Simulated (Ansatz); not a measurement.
Cost against result

Saddle point of ZnNH4Cl, closed shell (ZnHCl ([Cl][ZnH]) + NH₃ → ZnNH₂Cl ([NH2][Zn][Cl]) + H₂; bonds formed: H2–H4; dative contacts that become bonds: Zn1–N5; bonds broken: Zn1–H2, H4–N5), PBE0-D4/def2-TZVP structure:

| atom | x (Å) | y (Å) | z (Å) |
| --- | --- | --- | --- |
| Zn1 | 0.0322 | -0.9628 | -0.2887 |
| H2 | -1.3256 | -0.3905 | 0.9233 |
| Cl3 | 0.4112 | -2.8716 | -1.1161 |
| H4 | -0.7642 | 0.4084 | 0.6986 |
| N5 | 0.3254 | 0.9529 | 0.0078 |
| H6 | 0.1786 | 1.6084 | -0.7520 |
| H7 | 1.1423 | 1.2553 | 0.5270 |

Barriers are electronic and count from the start structure reached by relaxing down the imaginary mode.

Program: Ansatz 0.2.0. Basis: as named in each row. Cores are frozen in the correlated methods. The 3s and 3p shells of Cu and Zn are frozen; filled d shells are correlated. B3LYP uses VWN-RPA correlation. Extrapolation: Hartree–Fock as exp(−7.88 √X), correlation as X^−2.97.

Times are rough, for one single point on 4 threads of a shared host (Arm Neoverse V2).

The estimate by CCSD(T) at an estimated basis limit (MP2 extrapolated from triple and quadruple zeta, plus CCSD(T) − MP2 in triple zeta) is 186.3 kJ/mol.

```
      method       basis  time (s)  barrier (kJ/mol)  method less estimate
          HF      STO-3G   under 1             139.6                 -46.7
       SPW92    def2-SVP   under 1             148.7                 -37.6
      PBE-D4    def2-SVP   under 1             159.4                 -26.9
    B3LYP-D4       6-31G   under 1             188.2                   1.9
     PBE0-D4    def2-SVP   under 1             175.9                 -10.4
       SPW92  def2-TZVPP   under 1             155.2                 -31.1
      PBE-D4  def2-TZVPP         1             165.0                 -21.3
     BLYP-D4  def2-TZVPP         1             172.6                 -13.7
     CCSD(T)    def2-SVP         1             192.2                   5.9
    B3LYP-D4  def2-TZVPP         1             183.4                  -2.9
    BHLYP-D4  def2-TZVPP         2             198.8                  12.6
     PBE0-D4  def2-TZVPP         2             178.4                  -7.9
CAM-B3LYP-D4  def2-TZVPP         2             189.2                   3.0
   r2SCAN-D4  def2-TZVPP         2             176.5                  -9.8
  RPA on PBE  def2-TZVPP         2             185.6                  -0.7
  r2SCAN0-D4  def2-TZVPP         3             185.3                  -1.0
    PBE-QIDH  def2-TZVPP         3             186.5                   0.2
     wB97M-V    def2-SVP         3             186.6                   0.3
      B2PLYP  def2-TZVPP         3             185.6                  -0.6
      PBE-D4      STO-3G         4             131.9                 -54.4
     wB97X-V  def2-TZVPP         4             190.8                   4.5
      B97M-V  def2-TZVPP         5             187.4                   1.1
     wB97M-V  def2-TZVPP         5             191.2                   4.9
         MP2  def2-QZVPP         7             183.3                  -2.9
     CCSD(T)  def2-TZVPP        30             188.4                   2.1
```

All methods are single points on the PBE0-D4 structures.

The T1 diagnostic stays at or below 0.014.

The step is the kind of exchange with an N–H group that builds nitride films in atomic layer and chemical vapour deposition.

Labels in which every atom is bracketed show which atoms are joined, not bond orders.
